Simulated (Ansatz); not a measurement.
`O[SiH2][SiH2]Cl` + `C[SiH](O)F` → `C[SiH](F)O[SiH2]O` + `[SiH3]Cl`  (cleavage of the Si–Si bond)

Program: Ansatz. Geometries: PBE0-D4/def2-TZVP. ΔE: electronic, gas phase. CCSD(T)/CBS is the MP2 limit (def2-TZVPP, def2-QZVPP) plus CCSD(T) − MP2 in def2-TZVPP, frozen cores. This one scheme is used for every species. DFT in def2-TZVPP. Each species was taken in one conformer, which may not be the lowest.

Is it downhill or uphill in electronic energy at CCSD(T)/CBS, and by how much? (An estimate is asked.)

The calculation gave: Downhill: ΔE = -1.46 eV.

What do these levels give: PBE-D4, CCSD/def2-TZVPP, CCSD(T)/def2-TZVPP, HF/def2-QZVPP, HF/CBS(def2), MP2/CBS(def2)? (An estimate is asked.)

Ansatz gave: PBE-D4 -1.16, CCSD/def2-TZVPP -1.52, CCSD(T)/def2-TZVPP -1.48, HF/def2-QZVPP -1.75, HF/CBS(def2) -1.75, MP2/CBS(def2) -1.52 eV.

Largest T1 diagnostic among the species: 0.011.

From PBE to PBE0 (25 % exact exchange), in def2-TZVPP and without D4, ΔE moves by −0.11 eV. In def2-TZVPP, CCSD(T) changes the Hartree–Fock value by +0.24 eV (the triples alone add +0.04 eV) and MP2 by +0.18 eV.
